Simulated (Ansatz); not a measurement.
Reaction: CH5OSi (SMILES O[SiH]C, doublet) → CH5OSi (SMILES CO[SiH2], doublet)
Each species at its own B3LYP-D3(BJ)/def2-TZVP minimum (Ansatz, a quantum-chemistry and plane-wave program), one conformer.

Property: isomerisation energy (electronic), in kJ/mol. UHF or UKS for unpaired electrons; spin-orbit terms are left out. CBS(X,Y): correlation extrapolated as X^-3, Hartree-Fock from the larger set. A bracket is a step between two methods taken in the basis named. The functionals are non-relativistic, so their misses hold any scalar relativity. Double hybrids freeze cores in their MP2 part. '+ core + X2C': CCSD(T) terms for core correlation (cc-pwCVTZ, 1s frozen past Ne) and scalar relativity (cc-pVTZ-DK).

CCSD(T)/CBS(cc-pV(T+d)Z,cc-pV(Q+d)Z) + [CCSDT(Q) - CCSD(T)]/cc-pV(D+d)Z + core + X2C (Ansatz) gives 99.5 kJ/mol.

### Question
What does PBE/def2-TZVPD (Ansatz) give here, and how do the other levels compare?

### Answer
PBE gives 94.1 kJ/mol, 5.4 kJ/mol below it. Differences of the others: r2SCAN/def2-TZVPD (Ansatz) -2.9; B3LYP/def2-TZVPD (Ansatz) -11.9; B2PLYP/def2-TZVPD (Ansatz) -8.4; CCSD(T)/CBS(cc-pV(T+d)Z,cc-pV(Q+d)Z) + core + X2C (Ansatz) -0.1 kJ/mol. Nearer than PBE: r2SCAN/def2-TZVPD, CCSD(T)/CBS(cc-pV(T+d)Z,cc-pV(Q+d)Z) + core + X2C.
